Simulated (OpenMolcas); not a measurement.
**How methods differ on GaHClO (SMILES [O][GaH][Cl])**

The species is GaHClO (4 atoms), meant as a doublet with charge 0. As SMILES, `[O][GaH][Cl]`. The coordinates come from a PBE0-D4/def2-TZVP relaxation.

Each level gives the vertical energy of the quartet above the doublet (eV). The values are calculated.

```json
{"level": "UHF/def2-SVPD", "kind": "Hartree–Fock", "program": "OpenMolcas", "value (eV)": "5.39"}
{"level": "USVWN5/def2-SVPD", "kind": "LDA", "program": "OpenMolcas", "value (eV)": "5.62"}
{"level": "U-revPBE/def2-SVPD", "kind": "GGA", "program": "OpenMolcas", "value (eV)": "5.41"}
{"level": "UBLYP/def2-SVPD", "kind": "GGA", "program": "OpenMolcas", "value (eV)": "5.44"}
{"level": "U-r2SCAN/def2-SVPD", "kind": "meta-GGA", "program": "OpenMolcas", "value (eV)": "5.55"}
{"level": "UTPSS/def2-SVPD", "kind": "meta-GGA", "program": "OpenMolcas", "value (eV)": "5.50"}
{"level": "UBHLYP/def2-SVPD", "kind": "global hybrid", "program": "OpenMolcas", "value (eV)": "6.13"}
{"level": "UPBE0/def2-SVPD", "kind": "global hybrid", "program": "OpenMolcas", "value (eV)": "5.81"}
```

All-electron rows without a relativistic Hamiltonian named are non-relativistic. The values span 5.39 to 6.13 eV.
